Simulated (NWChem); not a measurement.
System: MgCl2; SMILES [Cl][Mg][Cl]

Excerpt of the output:

```
             Northwest Computational Chemistry Package (NWChem) 7.3.0
             --------------------------------------------------------

 ORDER OF PRIMARY AXIS IS BEING SET TO 4
 D4H symmetry detected

 AUTOZ failed to generate good internal coordinates.
 Cartesian coordinates will be used in optimizations.

                             Geometry "geometry" -> ""
                             -------------------------

 Output coordinates in angstroms (scale by  1.889725989 to convert to a.u.)

  No.       Tag          Charge          X              Y              Z
 ---- ---------------- ---------- -------------- -------------- --------------
    1 Mg                  12.0000     0.00000000     0.00000000     0.00000000
    2 Cl                  17.0000     0.00000000     0.00000000     2.19360500
    3 Cl                  17.0000     0.00000000     0.00000000    -2.19360500

 Effective nuclear repulsion energy (a.u.)     133.2830797123

      Symmetry information
      --------------------

 Group name             D4h
 Group number             28
 Group order              16
 No. of unique centers     2

                           NWChem Geometry Optimization
                           ----------------------------

 maximum gradient threshold         (gmax) =   0.000450
 rms gradient threshold             (grms) =   0.000300
 maximum cartesian step threshold   (xmax) =   0.001800
 rms cartesian step threshold       (xrms) =   0.001200
 fixed trust radius                (trust) =   0.300000
 source of zmatrix                         =

          -------------------
          Energy Minimization
          -------------------

 Using diagonal initial Hessian

          --------
          Step   0

                                 NWChem DFT Module
                                 -----------------

 Summary of "ao basis" -> "ao basis" (spherical)
 ------------------------------------------------------------------------------
       Tag                 Description            Shells   Functions and Types
 ---------------- ------------------------------  ------  ---------------------
 Mg                         def2-svp                 8       18   4s3p1d
 Cl                         def2-svp                 8       18   4s3p1d

      Symmetry analysis of basis
      --------------------------

        a1g        13
        a1u         0
        a2g         0
        a2u        11
        b1g         2
        b1u         1
        b2g         2
        b2u         1
        eg         10
        eu         14

            General Information
            -------------------
          SCF calculation type: DFT
          Wavefunction type:  closed shell.
          No. of atoms     :     3
          No. of electrons :    46
           Alpha electrons :    23
            Beta electrons :    23
          Charge           :     0
          Spin multiplicity:     1
          Use of symmetry is: on ; symmetry adaption is: on
          Maximum number of iterations: 150
          AO basis - number of functions:    54
                     number of shells:    24
          Convergence on energy requested:  1.00D-06
          Convergence on density requested:  1.00D-05
          Convergence on gradient requested:  5.00D-04

              XC Information
              --------------
                        Slater Exchange Functional  1.000 local
                      VWN V Correlation Functional  1.000 local

             Grid Information
             ----------------
          Grid used for XC integration:  medium
          Radial quadrature: Mura-Knowles
          Angular quadrature: Lebedev.
          Tag              B.-S. Rad. Rad. Pts. Rad. Cut. Ang. Pts.
          ---              ---------- --------- --------- ---------
          Mg                  1.50       88           8.0       590
          Cl                  1.00       88          11.0       590
          Grid pruning is: on
          Number of quadrature shells:   176
          Spatial weights used:  Erf1

      Superposition of Atomic Density Guess
      -------------------------------------

 Sum of atomic energies:       -1118.18184911

      Non-variational initial energy
      ------------------------------

 Total energy =   -1118.369111
 1-e energy   =   -1814.732170
 2-e energy   =     563.079979
 HOMO         =      -0.448541
 LUMO         =      -0.078739

      Symmetry analysis of molecular orbitals - initial
      -------------------------------------------------

 !! scf_movecs_sym_adapt:    6 vectors were symmetry contaminated

  Symmetry fudging

 !! scf_movecs_sym_adapt:    6 vectors were symmetry contaminated

  Numbering of irreducible representations:

     1 a1g         2 a1u         3 a2g         4 a2u         5 b1g
     6 b1u         7 b2g         8 b2u         9 eg         10 eu

  Orbital symmetries:

     1 a1g         2 a2u         3 a1g         4 a1g         5 a2u
     6 a1g         7 a2u         8 eg          9 eg         10 eu
    11 eu         12 a1g        13 a2u        14 eu         15 eu
    16 a1g        17 a2u        18 a1g        19 a2u        20 eu
    21 eu         22 eg         23 eg         24 a1g        25 eu
    26 eu         27 a1g        28 a2u        29 b1g        30 b2g
    31 eg         32 eg         33 eu

   convergence    iter        energy       DeltaE   RMS-Dens  Diis-err
 ---------------- ----- ----------------- --------- --------- ---------
 d= 0,ls=0.0,diis     1  -1116.2924079706 -1.25D+03  3.06D-02  6.92D-01
 d= 0,ls=0.0,diis     2  -1116.2375518309  5.49D-02  2.38D-02  7.07D-01
 d= 0,ls=0.0,diis     3  -1116.3376131354 -1.00D-01  6.28D-03  1.10D-01
 d= 0,ls=0.0,diis     4  -1116.3553923202 -1.78D-02  6.72D-04  6.54D-04
 d= 0,ls=0.0,diis     5  -1116.3554981907 -1.06D-04  1.09D-04  6.73D-05
  Resetting Diis
 d= 0,ls=0.0,diis     6  -1116.3555067823 -8.59D-06  4.47D-05  4.17D-06
 d= 0,ls=0.0,diis     7  -1116.3555075304 -7.48D-07  6.12D-06  1.67D-08

         Total DFT energy =    -1116.355507530404
      One electron energy =    -1815.863471125209
           Coulomb energy =      635.300785473973
    Exchange-Corr. energy =      -69.075901591483
 Nuclear repulsion energy =      133.283079712315

 Numeric. integr. density =       45.999999973204

                  Occupations of the irreducible representations
                  ----------------------------------------------

                     irrep           alpha         beta
                     --------     --------     --------
                     a1g               7.0          7.0
                     a1u               0.0          0.0
                     a2g               0.0          0.0
                     a2u               6.0          6.0
                     b1g               0.0          0.0
                     b1u               0.0          0.0
                     b2g               0.0          0.0
                     b2u               0.0          0.0
                     eg                4.0          4.0
                     eu                6.0          6.0

                       DFT Final Molecular Orbital Analysis
                       ------------------------------------

 Vector   21  Occ=2.000000D+00  E=-2.832887D-01  Symmetry=eu
              MO Center=  7.4D-19,  6.4D-18,  2.1D-16, r^2= 5.6D+00
   Bfn.  Coefficient  Atom+Function         Bfn.  Coefficient  Atom+Function
  ----- ------------  ---------------      ----- ------------  ---------------
    30      0.424057  2 Cl py                48      0.424057  3 Cl py
    27      0.318402  2 Cl py                45      0.318402  3 Cl py
    24      0.187370  2 Cl py                42      0.187370  3 Cl py
    12      0.128250  1 Mg py                 9      0.098594  1 Mg py
     6      0.065219  1 Mg py                29      0.049681  2 Cl px

 Vector   22  Occ=2.000000D+00  E=-2.780510D-01  Symmetry=eg
              MO Center= -5.9D-17, -3.0D-16, -4.9D-14, r^2= 5.7D+00
   Bfn.  Coefficient  Atom+Function         Bfn.  Coefficient  Atom+Function
  ----- ------------  ---------------      ----- ------------  ---------------
    29      0.414270  2 Cl px                47     -0.414270  3 Cl px
    26      0.329081  2 Cl px                44     -0.329081  3 Cl px
    23      0.191908  2 Cl px                41     -0.191908  3 Cl px
    17     -0.121888  1 Mg d  1              30      0.069478  2 Cl py
    48     -0.069478  3 Cl py                27      0.055191  2 Cl py

 Vector   23  Occ=2.000000D+00  E=-2.780510D-01  Symmetry=eg
              MO Center=  1.5D-15, -5.3D-16,  3.0D-14, r^2= 5.7D+00
   Bfn.  Coefficient  Atom+Function         Bfn.  Coefficient  Atom+Function
  ----- ------------  ---------------      ----- ------------  ---------------
    30      0.414270  2 Cl py                48     -0.414270  3 Cl py
    27      0.329081  2 Cl py                45     -0.329081  3 Cl py
    24      0.191908  2 Cl py                42     -0.191908  3 Cl py
    15      0.121888  1 Mg d -1              29     -0.069478  2 Cl px
    47      0.069478  3 Cl px                26     -0.055191  2 Cl px

 Vector   24  Occ=0.000000D+00  E=-9.979777D-02  Symmetry=a1g
              MO Center= -6.4D-17, -6.4D-17, -1.1D-15, r^2= 4.8D+00
   Bfn.  Coefficient  Atom+Function         Bfn.  Coefficient  Atom+Function
  ----- ------------  ---------------      ----- ------------  ---------------
     3      0.707811  1 Mg s                  4      0.517506  1 Mg s
    31      0.307373  2 Cl pz                49     -0.307373  3 Cl pz
     2      0.290306  1 Mg s                 22     -0.205150  2 Cl s
    40     -0.205150  3 Cl s                 28      0.173077  2 Cl pz
    46     -0.173077  3 Cl pz                21     -0.144572  2 Cl s

 Vector   25  Occ=0.000000D+00  E=-3.804119D-02  Symmetry=eu
              MO Center= -1.8D-17, -7.5D-18,  1.9D-16, r^2= 5.0D+00
   Bfn.  Coefficient  Atom+Function         Bfn.  Coefficient  Atom+Function
  ----- ------------  ---------------      ----- ------------  ---------------
    11      0.702751  1 Mg px                 8      0.354290  1 Mg px
    12      0.293665  1 Mg py                29     -0.235346  2 Cl px
    47     -0.235346  3 Cl px                 5      0.177908  1 Mg px
     9      0.148050  1 Mg py                26     -0.134670  2 Cl px
    44     -0.134670  3 Cl px                30     -0.098346  2 Cl py

[...]

      ----------------------
      Optimization converged
      ----------------------

  Step       Energy      Delta E   Gmax     Grms     Xrms     Xmax
  ---- ---------------- -------- -------- -------- -------- --------
@    2   -1116.35561044 -5.8D-08  0.00000  0.00000  0.00032  0.00069
                                     ok       ok       ok       ok

                         Geometry "geometry" -> "geometry"
                         ---------------------------------

 Output coordinates in angstroms (scale by  1.889725989 to convert to a.u.)

  No.       Tag          Charge          X              Y              Z
 ---- ---------------- ---------- -------------- -------------- --------------
    1 Mg                  12.0000     0.00000000     0.00000000     0.00000000
    2 Cl                  17.0000     0.00000000     0.00000000     2.17913033
    3 Cl                  17.0000     0.00000000     0.00000000    -2.17913033

 Effective nuclear repulsion energy (a.u.)     134.1684003981

      Symmetry information
      --------------------

 Group name             D4h
 Group number             28
 Group order              16
 No. of unique centers     2

 ==============================================================================
                                internuclear distances
 ------------------------------------------------------------------------------
       center one      |      center two      | atomic units |  angstroms
 ------------------------------------------------------------------------------
    2 Cl               |   1 Mg               |     4.11796  |     2.17913
    3 Cl               |   1 Mg               |     4.11796  |     2.17913
 ------------------------------------------------------------------------------
                         number of included internuclear distances:          2
 ==============================================================================

[second-derivative integrals and response iterations left out]

  Vibrational analysis via the FX method

  See chapter 2 in "Molecular Vibrations" by Wilson, Decius and Cross

  Vib: Default input used

 ---------------------------- Atom information ----------------------------
     atom    #        X              Y              Z            mass
 --------------------------------------------------------------------------
    Mg       1  0.0000000D+00  0.0000000D+00  0.0000000D+00  2.3985040D+01
    Cl       2  0.0000000D+00  0.0000000D+00  4.1179592D+00  3.4968850D+01
    Cl       3  0.0000000D+00  0.0000000D+00 -4.1179592D+00  3.4968850D+01
 --------------------------------------------------------------------------

[unprojected Hessian and modes left out]

        Vibrational analysis via the FX method
  --- with translations and rotations projected out ---
  --- via the Eckart algorithm                      ---
 Dependent rotation vector no.                    3
  found in ECKART; assuming linear geometry
 Projected Nuclear Hessian trans-rot subspace norm:5.0064D-35
                         (should be close to zero!)

[projected Hessian left out]

 Rotational Constants
 --------------------
 A=   0.000000 cm-1  (  0.000000 K)
 B=   0.050760 cm-1  (  0.073031 K)
 C=   0.050760 cm-1  (  0.073031 K)

 Temperature                      =   298.15K
 frequency scaling parameter      =   1.0000

 Linear Molecule

 Zero-Point correction to Energy  =    1.709 kcal/mol  (  0.002723 au)
 Thermal correction to Energy     =    4.402 kcal/mol  (  0.007016 au)
 Thermal correction to Enthalpy   =    4.995 kcal/mol  (  0.007959 au)

 Total Entropy                    =   64.588 cal/mol-K
   - Translational                =   39.513 cal/mol-K (mol. weight =  93.9227)
   - Rotational                   =   17.125 cal/mol-K (symmetry #  =        2)
   - Vibrational                  =    7.950 cal/mol-K

 Cv (constant volume heat capacity) =   11.415 cal/mol-K
   - Translational                  =    2.979 cal/mol-K
   - Rotational                     =    1.986 cal/mol-K
   - Vibrational                    =    6.449 cal/mol-K

[normal modes left out]

 ----------------------------------------------------------------------------
 Normal Eigenvalue ||           Projected Infra Red Intensities
  Mode   [cm**-1]  || [atomic units] [(debye/angs)**2] [(KM/mol)] [arbitrary]
 ------ ---------- || -------------- ----------------- ---------- -----------
    1       -0.000 ||    0.000000           0.000         0.000       0.000
    2       -0.000 ||    0.000000           0.000         0.000       0.000
    3        0.000 ||    0.000000           0.000         0.000       0.000
    4        0.000 ||    0.000000           0.000         0.000       0.000
    5        0.000 ||    0.000000           0.000         0.000       0.000
    6      117.671 ||    0.045740           1.055        44.590      23.653
    7      117.672 ||    0.045740           1.055        44.590      23.653
    8      325.169 ||    0.000000           0.000         0.000       0.000
    9      635.429 ||    0.082563           1.905        80.487      42.694
 ----------------------------------------------------------------------------
```

Level: LDA (Slater exchange, VWN5)/def2-SVP. 

### Question
Write an input that gives this output.

### Answer
Several could match; the one computed here: the input that was run:
```
start job
memory heap 200 mb stack 900 mb global 1100 mb
geometry units angstroms
  Mg     0.000000     0.000000     0.042099
  Cl     2.193605     0.000000     0.042053
  Cl    -2.193605     0.000000     0.042053
end
basis spherical
  * library def2-svp
end
dft
  xc slater vwn_5
  iterations 150
end
driver
  maxiter 120
end
task dft optimize
task dft freq
```
